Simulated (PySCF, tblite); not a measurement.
Isomers of C5H10ClFSi2, one GFN2-xTB conformer each. Single-point energies are computed at PBE0/pcSseg-1 (PySCF, gas phase, no added dispersion term), electronic only.

```
                       SMILES  GFN2-xTB relative energy (kJ/mol)
 C=CC[Si@H](Cl)/C(F)=C/[SiH3]                                6.7
C[SiH2]C1=C(Cl)C[SiH2][C@H]1F                                0.0
```

Conformers: `[CH2:1]=[CH:2][CH2:3][Si@H:4]([Cl:5])/[C:6]([F:7])=[CH:8]/[SiH3:9]` with C1–C2–C3–Si4 -107°, C2–C3–Si4–Cl5 -61°, C3–Si4–C6–F7 -63°; `[CH3:1][SiH2:2][C:3]1=[C:4]([Cl:5])[CH2:6][SiH2:7][C@H:8]1[F:9]` with C1–Si2–C3–C4 170°.

Question: What does PBE0/pcSseg-1 give for the same structures?

Answer: 
```json
{"SMILES": "C=CC[Si@H](Cl)/C(F)=C/[SiH3]", "PBE0/pcSseg-1 E (Eh)": "-1334.78077", "PBE0/pcSseg-1 (kJ/mol)": "0.0", "GFN2-xTB (kJ/mol)": "6.7", "point group": "C1"}
{"SMILES": "C[SiH2]C1=C(Cl)C[SiH2][C@H]1F", "PBE0/pcSseg-1 E (Eh)": "-1334.76681", "PBE0/pcSseg-1 (kJ/mol)": "36.6", "GFN2-xTB (kJ/mol)": "0.0", "point group": "C1"}
```

GFN2-xTB puts C[SiH2]C1=C(Cl)C[SiH2][C@H]1F lowest instead. 

Question: Which frontier levels, dipoles and rotational constants go with these structures?

Answer: 
```
                       SMILES  HOMO (eV, PBE0/pcSseg-1)  LUMO (eV)  dipole (D)       A, B, C (MHz)
 C=CC[Si@H](Cl)/C(F)=C/[SiH3]                     -7.41      -0.84        0.60  1681, 458.1, 381.7
C[SiH2]C1=C(Cl)C[SiH2][C@H]1F                     -7.44      -0.64        2.06  1040, 933.1, 523.7
```

Question: What happens when harmonic zero-point energies from GFN2-xTB frequencies are added?

Answer: 
```tsv
SMILES	ZPE (kJ/mol)	electronic (kJ/mol)	with ZPE (kJ/mol)
C=CC[Si@H](Cl)/C(F)=C/[SiH3]	332.4	0.0	0.0
C[SiH2]C1=C(Cl)C[SiH2][C@H]1F	337.0	36.6	41.3
```

The zero-point energies span 4.6 kJ/mol. The order is unchanged.

Question: As an exercise, what shares would exp(−E/RT) give at 2000 K from these electronic energies alone (no entropy, no degeneracies)?

Answer: RT = 16.629 kJ/mol: C=CC[Si@H](Cl)/C(F)=C/[SiH3] 90.1 %, C[SiH2]C1=C(Cl)C[SiH2][C@H]1F 9.9 %.
